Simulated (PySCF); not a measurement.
SnOCl, SMILES [O]=[Sn][Cl], multiplicity 2. Atoms are numbered in the order given.

```xyz
3

Sn     0.3193    -0.4607     0.0000
O     -1.5699    -1.0922     0.0000
Cl    -0.2003     1.8690     0.0000
```
Charge 0, spin multiplicity 2.

Coordinates come from a B3LYP-D3(BJ)/def2-TZVP optimisation. The def2 effective core potentials stand for the cores of Sn; spin–orbit coupling is left out.

Calculation: PBE/def2-TZVPD in PySCF.

Mulliken values depend strongly on the basis, most of all with diffuse functions as here. ESP charges are fitted to the potential on shells at 1.4 to 2.0 van der Waals radii. Atomic charges (e):

| atom | Mulliken | ESP fit | Mulliken spin |
|---|---|---|---|
| Sn1 | 0.81 | [?] | 0.02 |
| O2 | -0.44 | [?] | 0.88 |
| Cl3 | -0.37 | [?] | 0.09 |

Q: What belongs in the gaps? (An estimate is asked for; the answer gives what the named calculation found.)

A: 
- Sn1, ESP fit: 0.50
- O2, ESP fit: -0.30
- Cl3, ESP fit: -0.19
